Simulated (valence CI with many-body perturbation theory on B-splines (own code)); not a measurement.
Ga17+: calculated level list

Level of theory: relativistic CI+MBPT: four valence electrons over a frozen Dirac-Fock core [Ne], radial functions for each j: 11 s, 11 p, 10 d, 8 f, 5 g, 2 h, with the one-electron correlation potential Σ1, the two-electron term Σ2, the three-electron term Σ3, Breit, model QED; selected CI, second order for the rest, scaled by the run's own slope (own B-spline code, finite nucleus).

No measured spectrum was set against this ion. As an estimate, levels of excited configurations hold to 0.05 to 0.15 % of their energy, terms of the ground configuration to about 0.5 %. Among the levels kept, up to 810 cm⁻¹ of a level comes from second order outside the variational space, and about a tenth of that is noise between levels of different J, which matters for small intervals.

Levels 136 to 172 of 172, with energies above the lowest level, 3s²3p² ³P_0. "Leading %" is the weight of the configuration and term that name the level; weights of strongly mixed levels are sums over their largest components and can fall short. In the jj column 3d3/2^4 stands for four electrons in 3d with j = 3/2. Lifetimes count E1, E2, E3, M1 and M2 decay at the calculated energies, and are blank where another channel may lead or the interval is too uncertain; long ones can be off by a factor of two.

```csv
No.,Configuration,Term,J,E (eV),Leading %,Leading jj,Lifetime,Second component
136,3s3p3d²,⁵D°,2,191.88,59,3s 3p1/2 3d3/2 3d5/2 (65 %),19.0 ps,27 % 3s3p3d² ⁵F°
137,3s3p3d²,⁵D°,3,192.38,43,3s 3p1/2 3d3/2 3d5/2 (52 %),16.8 ps,36 % 3s3p3d² ⁵F°
138,3s3p3d²,⁵F°,1,192.68,79,3s 3p1/2 3d3/2^2 (36 %),11.7 ps,17 % 3s3p3d² ⁵D°
139,3s3p3d²,⁵F°,2,193.27,62,3s 3p1/2 3d3/2 3d5/2 (30 %),12.8 ps,30 % 3s3p3d² ⁵D°
140,3s3p3d²,⁵F°,4,193.37,51,3s 3p1/2 3d5/2^2 (51 %),14.9 ps,43 % 3s3p3d² ⁵D°
141,3s3p3d²,⁵F°,3,194.17,49,3s 3p3/2 3d3/2^2 (22 %),12.3 ps,20 % 3s3p3d² ⁵D°
142,3s3p3d²,⁵D°,3,194.56,23,3s 3p3/2 3d3/2 3d5/2 (28 %),11.7 ps,17 % 3p³3d ³D°
143,3s3p3d²,⁵P°,1,194.88,87,3s 3p1/2 3d3/2 3d5/2 (42 %),17.7 ps,
144,3s3p3d²,⁵F°,5,195.27,94,3s 3p3/2 3d5/2^2 (45 %),12.3 ps,
145,3s3p3d²,⁵D°,4,195.78,55,3s 3p3/2 3d3/2 3d5/2 (72 %),16.6 ps,41 % 3s3p3d² ⁵F°
146,3s3p3d²,⁵P°,2,196.08,83,3s 3p1/2 3d3/2 3d5/2 (27 %),17.1 ps,11 % 3s3p3d² ⁵D°
147,3p³3d,¹F°,3,196.29,62,3p3/2^3 3d5/2 (25 %),19.8 ps,9 % 3s3p3d² ¹F°
148,3p³3d,³D°,2,196.66,30,3p1/2 3p3/2^2 3d5/2 (28 %),10.8 ps,16 % 3p³3d ¹D°
149,3s3p3d²,³F°,2,196.82,52,3s 3p1/2 3d3/2^2 (22 %),16.8 ps,13 % 3p³3d ³F°
150,3s3p3d²,⁵P°,3,197.83,71,3s 3p3/2 3d3/2 3d5/2 (68 %),16.4 ps,19 % 3s3p3d² ⁵D°
151,3s3p3d²,³F°,3,198.21,52,3s 3p3/2 3d3/2 3d5/2 (18 %),15.8 ps,13 % 3p³3d ³F°
152,3p³3d,³D°,1,198.69,40,3s 3p3/2 3d3/2 3d5/2 (26 %),10.7 ps,37 % 3s3p3d² ³D°
153,3p³3d,³D°,3,199.16,24,3s 3p3/2 3d3/2 3d5/2 (27 %),10.6 ps,22 % 3p³3d ¹F°
154,3s3p3d²,⁵D°,4,199.28,65,3s 3p3/2 3d5/2^2 (53 %),12.2 ps,18 % 3s3p3d² ³F°
155,3s3p3d²,⁵D°,2,199.51,92,3s 3p3/2 3d3/2 3d5/2 (49 %),9.04 ps,4 % 3s3p3d² ⁵F°
156,3s3p3d²,⁵D°,1,199.62,94,3s 3p3/2 3d3/2^2 (44 %),9.05 ps,
157,3s3p3d²,⁵D°,0,199.64,99,3s 3p3/2 3d3/2^2 (64 %),8.99 ps,
158,3s3p3d²,⁵D°,3,199.72,71,3s 3p3/2 3d3/2 3d5/2 (50 %),9.88 ps,13 % 3s3p3d² ⁵P°
159,3s3p3d²,³H°,4,200.09,83,3s 3p1/2 3d3/2 3d5/2 (70 %),27.3 ps,7 % 3s3p3d² ³G°
160,3s3p3d²,³F°,4,200.41,52,3s 3p3/2 3d3/2 3d5/2 (36 %),13.3 ps,24 % 3s3p3d² ⁵D°
161,3p³3d,¹D°,2,200.71,31,3p3/2^3 3d3/2 (37 %),11.1 ps,13 % 3p³3d ³D°
162,3p³3d,³D°,1,200.79,42,3s 3p3/2 3d3/2^2 (19 %),9.60 ps,39 % 3s3p3d² ³D°
163,3s3p3d²,³H°,5,201.43,73,3s 3p1/2 3d3/2 3d5/2 (59 %),25.3 ps,18 % 3s3p3d² ³G°
164,3p³3d,³D°,2,201.52,39,3p1/2 3p3/2^2 3d5/2 (29 %),10.6 ps,39 % 3s3p3d² ³D°
165,3s3p3d²,³D°,3,202.58,34,3s 3p3/2 3d5/2^2 (40 %),13.6 ps,26 % 3p³3d ³D°
166,3s3p3d²,³G°,3,203.44,78,3s 3p1/2 3d3/2 3d5/2 (34 %),13.6 ps,15 % 3p³3d ³G°
167,3s3p3d²,³G°,4,204.14,69,3s 3p3/2 3d3/2 3d5/2 (38 %),14.9 ps,10 % 3p³3d ³G°
168,3s3p3d²,³S°,1,204.42,72,3s 3p3/2 3d3/2 3d5/2 (45 %),8.51 ps,18 % 3p³3d ³S°
169,3s3p3d²,⁵S°,2,204.46,93,3s 3p3/2 3d3/2 3d5/2 (46 %),6.47 ps,5 % 3s3p3d² ⁵P°
170,3s3p3d²,³G°,3,204.82,85,3s 3p1/2 3d3/2 3d5/2 (40 %),18.1 ps,7 % 3p³3d ³G°
171,3s3p3d²,³H°,6,204.91,99,3s 3p3/2 3d3/2 3d5/2 (78 %),31.9 ps,
172,3s3p3d²,³G°,5,205.36,63,3s 3p3/2 3d3/2 3d5/2 (45 %),16.2 ps,25 % 3s3p3d² ³H°
```

Names give the largest LS component (configuration and term), which can be under half, so a name can repeat, a term be missing and a line seem to break the LS rules; names also repeat where a configuration has a term twice.

Where two levels of one J and parity lie close, their mixing, g and order are uncertain.
